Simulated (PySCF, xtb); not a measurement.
C3H8O2Si, SMILES C=C[Si@@H](O)OC. One conformer was computed; it need not be the lowest.

Harmonic wavenumbers (cm⁻¹) from GFN2-xTB (xtb) at its own minimum, in rising order: 53, 85, 92, 118, 167, 232, 258, 318, 366, 501, 643, 693, 707, 785, 812, 887, 923, 1013, 1039, 1132, 1134, 1154, 1286, 1412, 1418, 1482, 1491, 1678, 2295, 2944, 2957, 2982, 3032, 3068, 3117, 3658.

Question: What does PBE-D3(BJ)/def2-SVP (PySCF) give at its own minimum? (Estimate from the structure and the level; the computed values follow.)

Answer: 59, 79, 101, 126, 185, 240, 303, 357, 399, 518, 638, 728, 787, 822, 882, 884, 960, 976, 1009, 1118, 1136, 1170, 1234, 1366, 1420, 1423, 1426, 1620, 2187, 2918, 2989, 3037, 3049, 3067, 3149, 3751. Paired by order, the mean absolute difference is 33 cm⁻¹ and the zero-point energies are 65.7 and 65.9 kcal/mol.
